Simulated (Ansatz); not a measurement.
Relaxation of CH₈N₂Si₂ (13 atoms, charge 0, multiplicity 1), to a largest force component of 0.02 eV/Å in at most 50 steps.

Level of theory: RKS PBE0-D4/6-31G in Ansatz 0.2.0.

```xyz
13
Properties=species:S:1:pos:R:3
N -1.691 -1.530 0.052
Si -0.156 -1.021 -0.268
N -0.052 0.113 0.987
C 0.976 1.136 0.414
Si 0.346 0.811 -1.432
H -2.230 -0.637 0.365
H -1.722 -2.113 0.842
H 0.860 -2.072 0.009
H 0.338 -0.313 1.891
H 1.970 0.911 0.586
H 0.696 2.150 0.773
H 1.514 0.796 -2.348
H -0.829 1.733 -1.855
```

Problem. Where does it end, and by what steps?

Solution. It converged. Limits of this set-up: no polarisation functions. After 8 steps the energy has fallen by 2.328 eV; H7 moved furthest, 0.69 Å.

| step | energy less start (eV) | largest force component (eV/Å) | accepted |
| --- | --- | --- | --- |
| 0 | 0.0000 | 5.021 | yes |
| 1 | -1.3981 | 2.011 | yes |
| 2 | -1.8818 | 1.890 | yes |
| 3 | -2.2066 | 0.926 | yes |
| 4 | -2.3047 | 0.257 | yes |
| 5 | -2.3168 | 0.223 | yes |
| 6 | -2.3243 | 0.124 | yes |
| 7 | -2.3277 | 0.033 | yes |
| 8 | -2.3280 | 0.016 | yes |

```xyz
13
Properties=species:S:1:pos:R:3
N -1.846 -1.520 0.213
Si -0.170 -1.055 -0.021
N 0.600 0.076 1.126
C 1.014 1.318 0.444
Si 0.417 0.810 -1.350
H -2.608 -0.861 0.217
H -2.117 -2.472 0.402
H 0.519 -2.391 -0.150
H 0.769 -0.025 2.116
H 2.097 1.490 0.481
H 0.506 2.213 0.826
H 1.513 0.699 -2.376
H -0.674 1.683 -1.913
```

Time of the run: 27 s on 1 thread of Intel(R) Xeon(R) 6975P-C (Granite Rapids), with other jobs on the host, peak memory 0.18 GiB.
